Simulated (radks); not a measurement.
Values are calculated unless marked as measured or tabulated.
Species: P13+. Configuration: [He].

Level of theory: Dirac Kohn-Sham, exchange-only PBE, spin-unpolarised, spherical densities, finite nucleus; Fermi nuclear charge, rms radius 3.1889 fm (a radial shooting solver on a logarithmic mesh with Libxc functionals).

Energy parts (hartree):
total: -216.19396
kinetic: 217.48195
electron-nucleus: -443.03265
Hartree: 18.35819
exchange: -9.00145

Orbitals (lengths in bohr, moments of r in powers of bohr):
| orbital | occ. | eigenvalue (hartree) | <r^4> | <1/r> | <r> |
|---|---|---|---|---|---|
| 1s1/2 | 2 | -100.1506 | 0.0005028 | 14.77 | 0.1024 |

The highest occupied level is 1s1/2 at -2725.2 eV. The electron density at the nucleus is 2245 e/bohr^3.
